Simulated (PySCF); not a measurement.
A ladder for the ionisation energy of Rb

Rb [Kr] 5s1 (2S) → Rb⁺ [Kr] (1S). Scalar values calculated with PySCF 2.14 in x2c-TZVPPall with one added diffuse shell each of s, p, d, f type (spin-free X2C; valence: [Kr] frozen; valence and next inner shell: [Ar] 3d10 frozen). The spin-orbit shift comes from two-component X2C-1e calculations (generalised Hartree-Fock, GHF, and MP2 on its spinors, GMP2) in x2c-QZVPPall-2c: GMP2 gives 4.128 eV without and 4.128 eV with screened spin-orbit coupling, a shift of 0.000 eV (GHF: 0.000 eV). Sums use unrounded values; where a UHF row is shifted, it takes the GHF shift.

| method | scalar (eV) | plus spin-orbit shift (eV) | error (eV) |
| --- | --- | --- | --- |
| UHF | 3.799 | 3.799 | -0.378 |
| LDA | 4.393 | 4.393 | 0.216 |
| PBE | 4.281 | 4.281 | 0.104 |
| PBE0 | 4.201 | 4.201 | 0.024 |
| r2SCAN | 4.066 | 4.066 | -0.111 |
| B3LYP | 4.330 | 4.330 | 0.153 |
| TPSS | 4.070 | 4.070 | -0.107 |
| MN15 | 4.055 | 4.055 | -0.122 |
| wB97M-V | 4.045 | 4.045 | -0.132 |
| MP2 (valence and next inner shell) | 4.106 | 4.106 | -0.071 |
| SCS-MP2 (valence and next inner shell) | 4.047 | 4.047 | -0.131 |
| CCSD (valence and next inner shell) | 4.098 | 4.098 | -0.079 |
| CCSD(T) (valence and next inner shell) | 4.123 | 4.123 | -0.054 |

Reference: 4.177 eV (measured; NIST Atomic Spectra Database, ionization energies).

The errors of the correlated levels include the incompleteness of the basis and the frozen core, so a lower level can come closer by cancellation.
